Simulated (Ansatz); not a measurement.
`C[N](C)[Ga]([Cl])[Cl]` + H₂O → `C[N](C)[Ga]([OH])[Cl]` + HCl  (formal hydrolysis of a Ga–Cl bond)

Computed with Ansatz on PBE0-D4/def2-TZVP structures; ΔE is electronic, products minus reactants. CCSD(T)/CBS adds triple-zeta CCSD(T) − MP2 to the extrapolated MP2 energy (def2 sets, frozen cores). This one scheme is used for every species. DFT in def2-TZVPP. B3LYP here is the variant with VWN-RPA as its local correlation; programs differ in this. For Ga outer-core shells are correlated without core-valence functions, which leaves a few kJ/mol of doubt a bond. Scalar relativity is left out up to krypton. One conformer a species, not always the lowest.

`C[N](C)[Ga]([Cl])[Cl]`:

```xyz
12

C    -0.391    0.264    1.362
N     0.000    0.000    0.000
C     1.195    0.690   -0.418
Ga   -0.923   -1.096   -1.085
Cl   -0.279   -1.433   -3.084
Cl   -2.679   -2.077   -0.392
H    -0.586    1.334    1.519
H     0.396   -0.036    2.067
H    -1.299   -0.284    1.619
H     1.440    0.450   -1.454
H     2.054    0.409    0.207
H     1.072    1.778   -0.342
```

H₂O:

Z-matrix (Å, degrees):
```
O
H 1 0.960
H 1 0.960 2 105.1
```

`C[N](C)[Ga]([OH])[Cl]`:

Z-matrix (Å, degrees):
```
C
N 1 1.440
H 1 1.099 2 111.3
H 1 1.091 2 110.9 3 120.1
H 1 1.099 2 111.3 3 -119.8
C 2 1.442 1 114.3 3 60.0
Ga 2 1.797 1 123.9 3 -119.8
H 6 1.099 2 111.3 1 59.8
H 6 1.099 2 111.3 1 -60.0
H 6 1.092 2 110.9 1 179.9
O 7 1.776 2 119.7 1 179.8
Cl 7 2.140 2 120.8 1 -0.2
H 11 0.959 7 113.2 2 180.0
```

HCl:

Cartesian coordinates in Å:
```
Cl 0.195 -0.582 -0.178
H -0.195 0.582 0.178
```

```
                species  B3LYP energy (Eh)
`C[N](C)[Ga]([Cl])[Cl]`        -2980.11609
                    H₂O          -76.46667
`C[N](C)[Ga]([OH])[Cl]`        -2595.72455
                    HCl         -460.83627
```

Problem. Work out ΔE.

Solution. ΔE = (-2595.72455) + (-460.83627) − (-2980.11609) − (-76.46667) = 0.02194 Eh = +13.8 kcal/mol. CCSD(T)/CBS gives +14.9 kcal/mol.

Largest T1 diagnostic among the species: 0.013.

From PBE to PBE0 (25 % exact exchange), in def2-TZVPP and without D4, ΔE moves by +1.2 kcal/mol. In def2-TZVPP, CCSD(T) changes the Hartree–Fock value by −2.0 kcal/mol (the triples alone add −0.0 kcal/mol) and MP2 by −1.5 kcal/mol. The D4 term adds +0.8 kcal/mol with B3LYP and +0.4 kcal/mol with PBE0; it sums over pairs of atoms, weighted by their polarisabilities, and B3LYP, whose exchange is more repulsive, gets the larger term.
